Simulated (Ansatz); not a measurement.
Consider the hydrogenolysis of a B–C bond: `C[BH][GeH2][F]` + H₂ → `[BH2][GeH2][F]` + CH₄.

Isolated molecules relaxed with PBE0-D4/def2-TZVP in Ansatz; ΔE leaves out vibrations. CCSD(T)/CBS is the MP2 limit (def2-TZVPP, def2-QZVPP) plus CCSD(T) − MP2 in def2-TZVPP, frozen cores. This one scheme is used for every species. Functionals use def2-TZVPP. B3LYP here is the variant with VWN-RPA as its local correlation; programs differ in this. For Ge outer-core shells are correlated without core-valence functions, which leaves a few kJ/mol of doubt a bond. Scalar relativity is left out up to krypton. One conformer a species, not always the lowest.

Problem. Is it downhill or uphill in electronic energy at CCSD(T)/CBS, and by how much? (An estimate is asked.)

Solution. Computed: Downhill: ΔE = -0.15 eV.

Problem. What do these levels give: r2SCAN-D4, PBE0-D4, B3LYP-D4, ωB97X-V, ωB97M-V, PBE, PBE0, HF/def2-TZVPP, MP2/def2-TZVPP, SCS-MP2/def2-TZVPP, SCS-MP2/def2-QZVPP, CCSD/CBS(def2)? (Estimate.)

Solution. Ansatz gave: r2SCAN-D4 -0.10, PBE0-D4 -0.12, B3LYP-D4 -0.16, ωB97X-V -0.17, ωB97M-V -0.14, PBE -0.11, PBE0 -0.15, HF/def2-TZVPP -0.42, MP2/def2-TZVPP -0.14, SCS-MP2/def2-TZVPP -0.20, SCS-MP2/def2-QZVPP -0.19, CCSD/CBS(def2) -0.20 eV.

Largest T1 diagnostic among the species: 0.012.

The D4 term adds +0.07 eV with B3LYP and +0.04 eV with PBE0; it sums over pairs of atoms, weighted by their polarisabilities, and B3LYP, whose exchange is more repulsive, gets the larger term. From PBE to PBE0 (25 % exact exchange), in def2-TZVPP and without D4, ΔE moves by −0.05 eV. In def2-TZVPP, CCSD(T) changes the Hartree–Fock value by +0.24 eV (the triples alone add +0.04 eV) and MP2 by +0.28 eV.
